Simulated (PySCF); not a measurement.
**Correlation energy of Br²⁺ (bromine, charge +2)**

[Ar] 3d10 4s2 4p3, high-spin 4S determinant. All numbers are calculated (PySCF 2.14, no relativity, point nucleus, in def2-TZVPPD (7s6p5d1f, 57 functions)). Frozen: [Ne]; 23 electrons correlated.

| level | correlation energy (mhartree) |
| --- | --- |
| CCSD | -256.14 |
| (T) | -6.04 |
| CCSD(T) | -262.18 |

Diagnostics: T1 = 0.0031, D1 = 0.0063, largest double amplitude 0.043.

Cost of the coupled-cluster step: about 15 core-seconds, for 23 correlated electrons.

This basis was not built for core-valence correlation, so the inner-shell part is incomplete.
